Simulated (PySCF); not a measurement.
potassium atom (K), doublet; PySCF with SVWN5/def2-TZVP.

PySCF was given this input:
```python
from pyscf import gto, scf, dft

mol = gto.M(
    atom='''
K     0.00000000    0.00000000    0.00000000
''',
    basis='def2-tzvp',
    spin=1,
    verbose=5,
)

mf = dft.UKS(mol)
mf.xc = 'lda,vwn'
mf.grids.prune = dft.gen_grid.sg1_prune
mf.kernel()
mf.analyze()
```

Question: What does PySCF print? Leave out banner, timings and long lists.

Answer: 
```
PySCF version 2.14.0

[INPUT] verbose = 5
[INPUT] max_memory = 4000
[INPUT] num. atoms = 1
[INPUT] num. electrons = 19
[INPUT] charge = 0
[INPUT] spin (= nelec alpha-beta = 2S) = 1
[INPUT] symmetry False subgroup None
[INPUT] Mole.unit = angstrom
[INPUT] Symbol           X                Y                Z      unit          X                Y                Z       unit  Magmom
[INPUT]  1 K      0.000000000000   0.000000000000   0.000000000000 AA    0.000000000000   0.000000000000   0.000000000000 Bohr   0.0
[INPUT] ---------------- BASIS SET ----------------
[INPUT] l, kappa, [nprim/nctr], expnt,             c_1 c_2 ...
[INPUT] K
[INPUT] 0    0    [8    /1   ]  153976.18325      0.00023662636107
                                23082.497672      0.0018342929137
                                5253.2344745      0.0095310527769
                                1486.9550133      0.03863840698
                                484.06333726      0.12480768502
                                173.5665398       0.29278861009
                                67.116381464      0.4063342586
                                26.339502054      0.2007721586
[INPUT] 0    0    [4    /1   ]  172.87693567      -0.024200960936
                                53.058649063      -0.1155309504
                                7.9212753964      0.57455545175
                                3.2108880472      0.57023185107
[INPUT] 0    0    [2    /1   ]  4.5662070895      -0.22615763466
                                0.70209907282     0.75528392045
[INPUT] 0    0    [1    /1   ]  0.28258942635        1
[INPUT] 0    0    [1    /1   ]  0.035805824617       1
[INPUT] 0    0    [1    /1   ]  0.015819213245       1
[INPUT] 1    0    [6    /1   ]  728.18449873      0.0026150689792
                                172.13265061      0.020673630835
                                54.829847075      0.09320560387
                                20.166266494      0.2543651821
                                7.8610728806      0.3913113281
                                3.1105213132      0.22481345943
[INPUT] 1    0    [3    /1   ]  11.757337492      -0.025777289217
                                1.5139617411      0.57359428604
                                0.58328591795     1.0798320002
[INPUT] 1    0    [1    /1   ]  0.21570478076        1
[INPUT] 1    0    [1    /1   ]  0.041737             1
[INPUT] 2    0    [1    /1   ]  0.93                 1
[INPUT] 2    0    [1    /1   ]  0.18                 1
[INPUT] 2    0    [1    /1   ]  0.054                1

nuclear repulsion = 0
number of shells = 13
number of NR pGTOs = 65
number of NR cGTOs = 33
basis = def2-tzvp
ecp = {}

******** <class 'pyscf.dft.uks.UKS'> ********
method = UKS
initial guess = minao
damping factor = 0
level_shift factor = 0
DIIS = <class 'pyscf.scf.diis.CDIIS'>
diis_start_cycle = 1
diis_space = 8
diis_damp = 0
SCF conv_tol = 1e-09
SCF conv_tol_grad = None
SCF max_cycles = 50
direct_scf = True
direct_scf_tol = 1e-13
number electrons alpha = 10  beta = 9
XC library pyscf.dft.libxc version 7.1.2
    S. Lehtola, C. Steigemann, M. J. T. Oliveira, and M. A. L. Marques,  SoftwareX 7, 1–5 (2018)
XC functionals = lda,vwn
    P. A. M. Dirac,  Math. Proc. Cambridge Philos. Soc. 26, 376 (1930)
    F. Bloch,  Z. Phys. 57, 545 (1929)
    S. H. Vosko, L. Wilk, and M. Nusair,  Can. J. Phys. 58, 1200 (1980)
radial grids:
    Treutler-Ahlrichs [JCP 102, 346 (1995); DOI:10.1063/1.469408] (M4) radial grids

becke partition: Becke, JCP 88, 2547 (1988); DOI:10.1063/1.454033
pruning grids: <function sg1_prune>
grids dens level: 3
symmetrized grids: False
atomic radii adjust function: <function treutler_atomic_radii_adjust>
small_rho_cutoff = 0
Set gradient conv threshold to 3.16228e-05
Traceback (most recent call last):
  File "input.py", line 15, in <module>
  File "<string>", line 2, in kernel
  File "site-packages/pyscf/scf/hf.py", line 2099, in scf
  File "site-packages/pyscf/scf/hf.py", line 132, in kernel
  File "site-packages/pyscf/dft/uks.py", line 42, in get_veff
  File "site-packages/pyscf/dft/uks.py", line 192, in initialize_grids
  File "site-packages/pyscf/dft/rks.py", line 506, in initialize_grids
  File "site-packages/pyscf/dft/gen_grid.py", line 653, in build
  File "<string>", line 6, in gen_atomic_grids
  File "site-packages/pyscf/dft/gen_grid.py", line 318, in gen_atomic_grids
  File "site-packages/pyscf/dft/gen_grid.py", line 81, in sg1_prune
IndexError: index 19 is out of bounds for axis 0 with size 19
```

The input was rejected before any calculation.
